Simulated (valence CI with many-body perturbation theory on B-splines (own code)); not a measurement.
**Energy levels of Pm¹¹⁺**

Calculated by configuration interaction combined with many-body perturbation theory (CI+MBPT): four valence electrons over a frozen Dirac-Fock core [Kr] 4d10, a basis of 7 s, 7 p, 7 d, 7 f, 4 g, 2 h functions for each j, with the one-electron correlation potential Σ1 (screened to all orders), the two-electron term Σ2, the three-electron term Σ3, Breit, model QED; selected single and double excitations, second order for the rest, scaled by the run's own slope (own B-spline code, finite nucleus).

No measured levels were compared; by estimate terms of the open shell hold to a few per cent of their energy, and close levels can change places; configurations with another count of f electrons can be misplaced by thousands of cm⁻¹.

Levels 181 to 203 of 203, with energies above the lowest level, 4f2 5s2 3H_4. "Leading %" is the weight of the configuration and term that name the level; weights of strongly mixed levels are sums over their largest components and can fall short.

| No. | Configuration | Term | J | E (eV) | Leading % | g | Second component |
| --- | --- | --- | --- | --- | --- | --- | --- |
| 181 | 4f2 5s 5p | 3D° | 1 | 27.527 | 73 | 0.551 | 11 % 4f2 5s 5p 5F° |
| 182 | 4f3 5s | 3F° | 3 | 27.552 | 22 | 1.092 | 16 % 4f 5s 5p2 5G° |
| 183 | 4f2 5s 5p | 3F° | 2 | 27.607 | 58 | 0.722 | 9 % 4f 5s 5p2 5G° |
| 184 | 4f3 5s | 3F° | 4 | 27.693 | 58 | 1.258 | 11 % 4f 5s 5p2 5D° |
| 185 | 4f2 5s 5p | 3F° | 3 | 27.708 | 20 | 1.097 | 10 % 4f 5s 5p2 5G° |
| 186 | 4f2 5s 5p | 1I° | 6 | 27.788 | 45 | 1.068 | 29 % 4f2 5s 5p 3H° |
| 187 | 4f2 5s 5p | 3G° | 4 | 27.813 | 55 | 1.048 | 17 % 4f2 5s 5p 1G° |
| 188 | 4f2 5s 5p | 3P° | 1 | 27.901 | 53 | 1.105 | 37 % 4f2 5s 5p 3D° |
| 189 | 4f2 5s 5p | 3G° | 5 | 27.920 | 71 | 1.184 | 8 % 4f2 5s 5p 1H° |
| 190 | 4f2 5s 5p | 1F° | 3 | 28.307 | 36 | 1.039 | 7 % 4f3 5s 3F° |
| 191 | 4f3 5s | 3F° | 3 | 28.408 | 34 | 1.070 | 11 % 4f3 5s 1F° |
| 192 | 4f2 5s 5p | 3F° | 4 | 28.467 | 29 | 1.159 | 17 % 4f2 5s 5p 1G° |
| 193 | 4f2 5s 5p | 3D° | 2 | 28.509 | 32 | 1.146 | 23 % 4f2 5s 5p 1D° |
| 194 | 4f3 5s | 3F° | 2 | 28.577 | 82 | 0.633 | 13 % 4f 5s 5p2 5G° |
| 195 | 4f2 5s 5p | 5P° | 2 | 28.795 | 43 | 1.604 | 15 % 4f2 5s 5p 5S° |
| 196 | 4f3 5s | 1F° | 3 | 28.974 | 49 | 1.011 | 24 % 4f3 5s 3F° |
| 197 | 4f3 5s | 3F° | 4 | 28.979 | 17 | 1.255 | 15 % 4f 5s 5p2 5D° |
| 198 | 4f2 5s 5p | 5D° | 4 | 29.015 | 18 | 1.283 | 17 % 4f3 5s 3F° |
| 199 | 4f2 5s 5p | 3K° | 7 | 29.077 | 64 | 1.060 | 34 % 4f2 5s 5p 3I° |
| 200 | 4f2 5s 5p | 3D° | 2 | 29.141 | 50 | 1.301 | 15 % 4f2 5s 5p 3P° |
| 201 | 4f2 5s 5p | 3H° | 6 | 29.223 | 44 | 1.061 | 35 % 4f2 5s 5p 3I° |
| 202 | 4f2 5s 5p | 3D° | 3 | 29.347 | 41 | 1.359 | 19 % 4f2 5s 5p 5P° |
| 203 | 4f2 5s 5p | 5D° | 4 | 29.408 | 52 | 1.360 | 39 % 4f2 5s 5p 3F° |

Names give the largest LS component (configuration and term), which can be under half, so a name can repeat, a term be missing and a line seem to break the LS rules; names also repeat where a configuration has a term twice.

Where two levels of one J and parity lie close, their mixing, g and order are uncertain.
